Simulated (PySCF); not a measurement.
Ga(Cl) cation (ClGa), SMILES [Cl][Ga] (connectivity only; charge and spin as stated), charge +1, multiplicity 2.

Geometry: PBE0-D3(BJ)/def2-TZVP. The multiplicity is an assumed one; other spin states were not compared.

Two levels are set side by side: PBE/def2-TZVPD (PySCF) and B3LYP/def2-TZVPD (PySCF). Same geometry, gas phase. Differences are taken from unrounded values.

```
quantity                     B3LYP   PBE  PBE minus B3LYP
---------------------------  -----  ----  ---------------
α-spin orbital gap (eV)       6.60  5.09            -1.51
β-spin orbital gap (eV)       3.18  1.56            -1.62
mean polarisability (bohr³)   34.5  34.6              0.2
```

Rough cost on one machine, each run with all the roots and properties that it gave: B3LYP against PBE within a factor of 2.
